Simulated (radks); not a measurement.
Question: All-electron atom: Pm in [Xe] 4f5 6s2. All-electron calculation, scalar-relativistic Kohn-Sham, Slater X-alpha with alpha = 0.741, spin-polarised, spherical densities, finite nucleus; open shells are filled with parallel spins first (spin-orbit coupling, left out, can overturn this in heavy ions); Fermi nuclear charge, rms radius 4.962 fm. Program: a radial shooting solver on a logarithmic mesh with Libxc functionals. Some entries of the table are withheld. Estimate them.

orbital  occ.  eigenvalue (eV)  <1/r> (bohr^-1)
1s down     1        -45034.55            67.39
1s up       1        -45034.55            67.39
2s up       1        -7331.076            15.59
2s down     1        -7331.027            15.59
2p up       3        -6553.133            14.68
2p down     3        -6553.101            14.68
3s up       1        -1600.085            5.695
3s down     1        -1598.270            5.699
3p up       3        -1355.420            5.378
3p down     3        -1353.623            5.383
3d up       5        -1018.865            5.108
3d down     5        -1017.460            5.112
4s up       1        -319.1553            2.392
4s down     1        -314.5751            2.393
4p up       3        -238.7073            2.203
4p down     3        -234.1141            2.204
4d up       5        -124.8717            1.930
4d down     5        -120.2901            1.930
5s up       1              (1)              (2)
5s down     1              (3)              (4)
5p up       3         -23.2847           0.7823
5p down     3         -21.0573           0.7608
4f up       5          -3.7221            1.334
6s up       1          -3.3024              (5)
6s down     1          -3.0224              (6)

Answer: 
(1) 5s up eigenvalue (eV): -42.8231
(2) 5s up <1/r> (bohr^-1): 0.9293
(3) 5s down eigenvalue (eV): -39.9429
(4) 5s down <1/r> (bohr^-1): 0.9126
(5) 6s up <1/r> (bohr^-1): 0.2940
(6) 6s down <1/r> (bohr^-1): 0.2807
